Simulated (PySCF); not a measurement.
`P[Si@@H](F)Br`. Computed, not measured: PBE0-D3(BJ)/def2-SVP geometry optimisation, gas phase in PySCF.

```
atom  x, y, z in Å
F1    -1.4081   -0.5679    1.4991
Si2   -0.7990   -0.3867    0.0088
P3     1.4155   -0.0915    0.2126
Br4   -1.8265    1.3368   -0.9350
H5    -1.1391   -1.5970   -0.7801
H6     1.5401    0.2113   -1.1788
H7     1.2583    1.2765    0.5905
```

Question: Which two atoms are farthest apart?

Answer: F1···H6, 4.06 Å; the next longest distance is 3.99 Å.

Question: Work out the bond lengths F1–Si2, Si2–P3, Si2–Br4, Si2–H5, P3–H6, P3–H7 in pm.

Answer: For F1–Si2 the difference vector is (0.6091, 0.1812, -1.4903) Å, of length 1.6201 Å. F1–Si2 162.0; Si2–P3 224.3; Si2–Br4 221.7; Si2–H5 148.4; P3–H6 142.9; P3–H7 142.8 pm.

Question: How far are the heavy atoms from their best plane (unweighted least squares)?

Answer: 0.285 Å rms; F1 0.21, Si2 0.49, P3 0.14, Br4 0.14 Å (magnitudes).

Question: What is the repulsion energy of the bare nuclei, Σ ZA·ZB/RAB?

Answer: 404.32 Eh over 21 pairs, with full nuclear charges and distances in bohr; the largest single term is 116.94 Eh (Si2 with Br4).

Question: Write the matrix of distances between heavy atoms (Å, lower triangle).

Answer: 
```
F1    0.000
Si2   1.620  0.000
P3    3.139  2.243  0.000
Br4   3.119  2.217  3.724  0.000
```

No PBE0-D3(BJ)/def2-SVP frequencies stand behind this structure, so it isn't proved a minimum. The numbers are those of one conformer.

Time: 48 s wall; peak memory 0.41 GiB. Hardware: one thread of an Arm Neoverse V2, shared host with 96 logical CPUs at a one-minute load of 35. This is the geometry optimisation.
